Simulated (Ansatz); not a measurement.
Z-matrix (Å, degrees):
```
C
S 1 1.794
H 1 1.091 2 105.2
H 1 1.090 2 111.9 3 -118.1
H 1 1.090 2 111.8 3 118.1
C 2 1.757 1 104.2 3 -179.6
C 6 1.348 2 117.9 1 179.5
B 6 1.538 2 125.4 1 -0.8
H 7 1.087 6 123.1 2 -0.1
H 7 1.083 6 119.7 2 179.9
H 8 1.194 6 123.8 2 -0.3
H 8 1.196 6 117.1 2 179.8
```

The species carries charge 0 and has multiplicity 1.

List the ωB97M-V/def2-TZVPP orbital energies in eV (Ansatz 0.2.0). (An estimate is asked.)

Computed: Occupied: -2426.81, -282.08, -282.08, -282.03, -220.75, -187.96, -163.89, -163.79, -163.66, -25.72, -23.85, -20.81, -18.75, -16.42, -15.50, -14.61, -14.45, -13.27, -12.65, -11.78, -11.73, -10.79, -8.34. Lowest empty: -0.21, 2.52, 2.64, 2.97, 3.48, 3.61, 4.03, 4.45.
